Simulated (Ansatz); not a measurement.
Ansatz (an electronic-structure program) input (BHLYP/def2-TZVPD):

Ansatz 0.2 input:
```yaml
crystal:
  periodic: [false, false, false]
  atoms:
    - {symbol: Ge, position_ang: [-0.01667653, -0.02374786, -0.02936325]}
    - {symbol: H, position_ang: [0.55173632, -0.94519677, 1.07018852]}
    - {symbol: H, position_ang: [-1.12441123, 0.88709926, 0.54024778]}
    - {symbol: H, position_ang: [1.10632396, 0.81802910, -0.67081224]}
basis:
  gaussian:
    orbitals: def2-TZVPD
hamiltonian:
  xc: {name: BHLYP}
magnetization: {spin_polarized: true, initial_magnetization: 1}
output: {forces: true}
```

Output:

```
Functional definition: BHLYP
integrals: 0.02 GiB planned
613 factors; their error is unknown
mean field: 0.26 GiB planned
mean field evaluation 1: about -56564.3064 eV, gradient 7.8e0 eV
mean field evaluation 2: about -56564.4768 eV, gradient 5.8e0 eV
mean field evaluation 4: about -56564.5273 eV, gradient 2.0e-1 eV
mean field evaluation 8: about -56564.9972 eV, gradient 3.1e-2 eV
mean field evaluation 16: about -56564.9972 eV, gradient 1.4e-5 eV
mean field -56564.99718510 eV, -2078.7253054202 hartree, gradient 1.4e-5 eV, S^2 0.751890; 0 other end points of the search recorded, 0 dependent functions left out
the calculation of the forces begins
reference -56564.99731796 eV, -2078.7253103028 hartree; 18, 17 occupied and 63, 64 virtual orbitals, 613 factors
Total energy: -56564.99731796 eV, -2078.7253103028 hartree
Atom 0 at    -0.016677    -0.023748    -0.029363 Å, force     0.069191     0.098537     0.121853 eV/Å
Atom 1 at     0.551736    -0.945197     1.070189 Å, force    -0.066387     0.106052    -0.128350 eV/Å
Atom 2 at    -1.124411     0.887099     0.540248 Å, force     0.127864    -0.106295    -0.066935 eV/Å
Atom 3 at     1.106324     0.818029    -0.670812 Å, force    -0.130668    -0.098294     0.073432 eV/Å
Dipole moment:    -0.007742    -0.011025    -0.013633 e Å
```
